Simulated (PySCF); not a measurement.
Species: BF2GeH3.
Bonds: F1–B2, B2–F3, B2–Ge4. Hydrogens: H5, H6, H7 on Ge4.

Method: PBE0-D3(BJ)/def2-SVP geometry optimisation, gas phase (PySCF); density fitting, grid level 1; the optimiser is geomeTRIC in internal coordinates, started from a GFN2-xTB structure with every atom displaced at random (about 0.01 Å).

Step 0: E = -62654.7364 eV
```
atom  x, y, z in Å  |  force x, y, z in eV/Å
F1      1.8477    1.2222   -0.1782   -0.077   0.891   0.039
B2      1.1848    0.0948   -0.1496    1.312   0.214  -0.126
F3      1.9605   -0.9449   -0.2818    0.149  -1.057  -0.073
Ge4    -0.7744   -0.0534    0.0826   -1.198  -0.085   0.017
H5     -1.2025   -0.6275    1.3977    0.058  -0.333   0.834
H6     -1.4584   -0.9577   -0.9048   -0.051  -0.478  -0.603
H7     -1.5237    1.2373   -0.0159   -0.192   0.847  -0.088
```

Task: Estimate the geometry and energy of step 1. (The exact step hangs on the optimiser's Hessian estimate; all steps are aligned on step 0, rigid shifts and turns removed.)

Result: E = -62654.9191 eV, largest force 0.511 eV/Å
```
atom  x, y, z in Å  |  force x, y, z in eV/Å
F1      1.8543    1.2607   -0.1732    0.087  -0.130  -0.009
B2      1.2349    0.0983   -0.1535   -0.493  -0.127   0.045
F3      1.9621   -0.9953   -0.2920   -0.003   0.254   0.003
Ge4    -0.8543   -0.0538    0.0911    0.229   0.016  -0.012
H5     -1.1785   -0.6535    1.4817    0.047   0.054  -0.123
H6     -1.4376   -1.0089   -0.9760    0.051   0.070   0.080
H7     -1.5470    1.3232   -0.0280    0.081  -0.137   0.014
```

The energy changes by -0.1827 eV. The first-order estimate −F·Δx gives -0.4758 eV and the mean of the old and new forces, exact on a quadratic surface, -0.1911 eV. The step makes an angle of 25° with the force vector and moves no atom by more than 0.091 Å.

The cost below is that of the whole optimisation. The run took 17 s on one thread, Arm Neoverse V1 (aarch64) (shared host), and the process peaked at 0.36 GiB of memory.
